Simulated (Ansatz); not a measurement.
Cost and result for the atomization energy of CH₅NOSSi (10 atoms, 9 bonds).

Z-matrix (Å, degrees):
```
C
N 1 1.269
O 1 1.327 2 122.1
H 1 1.088 2 118.8 3 -178.6
Si 2 1.954 1 126.7 3 166.4
H 2 1.016 1 115.0 3 -3.0
H 3 0.963 1 110.6 2 178.0
S 5 2.197 2 96.0 1 106.9
H 5 1.528 2 87.3 1 12.4
H 8 1.342 5 95.7 2 114.1
```

Charge 0, multiplicity 1. The bonds changed during the relaxation, so this is another structure than the one it started from. All single points use the PBE0-D4/def2-TZVP geometry. It is one conformer, not always the lowest. Program: Ansatz. All runs use 4 threads of an Arm Neoverse V1 on a shared host. Times are those of one run each, without the atoms' runs, and a repeat can differ threefold. Electronic energies, without spin–orbit coupling; frozen cores. CCSD(T)/CBS adds CCSD(T) − MP2 in def2-TZVPP to the MP2 limit, and its time is that of the two runs behind it. T1 = 0.015. B3LYP takes the VWN-RPA correlation (the form of Gaussian; ORCA's B3LYP/G).

CCSD(T)/CBS is a level of theory with its own doubt, some kJ/mol a heavy atom from the limit and from the frozen cores, so smaller differences don't rank the functionals.

| level | functions | wall time | atomization (kJ/mol) | difference from CCSD(T)/CBS | per bond |
| --- | --- | --- | --- | --- | --- |
| PBE-D4/def2-TZVPP (with forces) | 247 | 2.5 s | 3583.1 | 117.3 | 13.0 |
| PBE0-D4/def2-TZVPP | 247 | 3.1 s | 3475.3 | 9.5 | 1.1 |
| B3LYP-D4/def2-TZVPP (with forces) | 247 | 4.5 s | 3475.8 | 10.0 | 1.1 |
| r2SCAN-D4/def2-TZVPP (with forces) | 247 | 4.8 s | 3476.6 | 10.8 | 1.2 |
| B2PLYP/def2-TZVPP | 247 | 6 s | 3420.4 | -45.4 | -5.0 |
| ωB97X-V/def2-TZVPP | 247 | 8 s | 3484.8 | 19.0 | 2.1 |
| ωB97M-V/def2-TZVPP (with forces) | 247 | 12 s | 3495.1 | 29.3 | 3.3 |
| MP2/def2-QZVPP | 461 | 21 s | 3478.6 | 12.8 | 1.4 |
| CCSD(T)/def2-TZVPP | 247 | 2.4 min | 3347.1 | -118.7 | -13.2 |
| CCSD(T)/CBS(def2) | – | 2.8 min | 3465.8 | 0.0 | 0.0 |

In def2-TZVPP, CCSD(T) changes the Hartree–Fock value by +1045.2 kJ/mol (the triples alone add +72.5 kJ/mol) and MP2 by +1106.3 kJ/mol; breaking electron pairs costs correlation energy, which Hartree–Fock lacks. The D4 term adds +37.7 kJ/mol with B3LYP and +19.8 kJ/mol with PBE0; it sums over pairs of atoms, weighted by their polarisabilities, and B3LYP, whose exchange is more repulsive, gets the larger term. From PBE to PBE0 (25 % exact exchange), in def2-TZVPP and without D4, the atomization energy moves by −104.2 kJ/mol: exact exchange takes away binding that semilocal exchange gives to molecules.
